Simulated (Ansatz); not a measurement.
Reaction (formal exchange of groups at the Si–N bond): `[AlH2][NH][Si]1(Cl)CO1` + CH₄ → `C[Si]1(Cl)CO1` + `[NH2][AlH2]`

Program: Ansatz. Geometries: PBE0-D4/def2-TZVP. ΔE: electronic, gas phase. CCSD(T)/CBS adds triple-zeta CCSD(T) − MP2 to the extrapolated MP2 energy (def2 sets, frozen cores). This one scheme is used for every species. DFT in def2-TZVPP. One conformer a species, not always the lowest.

(1) Is it downhill or uphill in electronic energy at CCSD(T)/CBS, and by how much? (Estimate.)

(2) What do these levels give: ωB97X-V, PBE, MP2/def2-TZVPP, CCSD/def2-TZVPP, CCSD(T)/def2-TZVPP, MP2/CBS(def2)? (Estimate.)

Largest T1 diagnostic among the species: 0.012.

## Answers

(1) Ansatz gave: Uphill: ΔE = +73.0 kJ/mol.

(2) Ansatz gave: ωB97X-V 70.1, PBE 59.0, MP2/def2-TZVPP 76.0, CCSD/def2-TZVPP 73.9, CCSD(T)/def2-TZVPP 74.1, MP2/CBS(def2) 75.0 kJ/mol.

The D4 term adds +6.2 kJ/mol with B3LYP and +3.5 kJ/mol with PBE0; it sums over pairs of atoms, weighted by their polarisabilities, and B3LYP, whose exchange is more repulsive, gets the larger term. From PBE to PBE0 (25 % exact exchange), in def2-TZVPP and without D4, ΔE moves by +4.5 kJ/mol.

B3LYP here is the variant with VWN-RPA as its local correlation; programs differ in this.
